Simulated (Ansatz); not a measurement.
Ideal-gas functions of B$_{2}$FH$_{5}$Si, SMILES `FBB[SiH3]` at 298.15 K and 1 bar, from an Ansatz frequency run at PBE0-D4/def2-TZVP.

Molar mass 73.75 g/mol, point group C1 (symmetry number 1), electronic degeneracy 1, moments of inertia 29.955, 233.109, 244.934 u Å². Harmonic wavenumbers (cm⁻¹, unscaled): 51, 95, 180, 247, 432, 500, 570, 732, 761, 870, 884, 920, 951, 976, 1102, 1341, 2192, 2215, 2225, 2521, 2608.

Use S(trans) = R[1.5 ln M + 2.5 ln T − 1.1517]; rotational temperatures θ = 24.2544 K / I; S(rot) = R[ln(√π/σ · √(T³/θAθBθC)) + 1.5]; for each mode x = 1.438777 ν̃/T, S = R[x/(eˣ − 1) − ln(1 − e⁻ˣ)] and H = RT x/(eˣ − 1); 1 cm⁻¹ = 0.0119627 kJ/mol; R = 8.31446 J/(mol·K).

Q: By hand: the entropy, in J/(mol·K).

A: Translation 162.5. Rotation: θ = 0.8097, 0.104, 0.099 K, giving 108.2. Vibration, mode by mode: 19.99, 14.87, 9.74, 7.33, 3.57, 2.75, 2.11, 1.13, 1.01, 0.66, 0.62, 0.54, 0.48, 0.43, 0.26, 0.10, 0.00, 0.00, 0.00, 0.00, 0.00, in all 65.6. Electronic 0.0. Sum 336.3 J/(mol·K).

Q: By hand: H − E and G − E in kJ/mol, counted from the electronic energy.

A: Zero-point energy ½ × 22373 × 0.0119627 = 133.8; thermal vibration 10.0; translation, rotation and pV give 4 RT = 9.9. H − E = 153.7 kJ/mol, and G − E = 153.7 − 298.15 × 336.3/1000 = 53.4 kJ/mol.

Vibration gives 20 % of the entropy, 34.9 J/(mol·K) of it from the modes under 150 cm⁻¹: soft modes count most, and the harmonic formula is weakest for them. The sum counts one conformer and one mirror image; others add a mixing term.
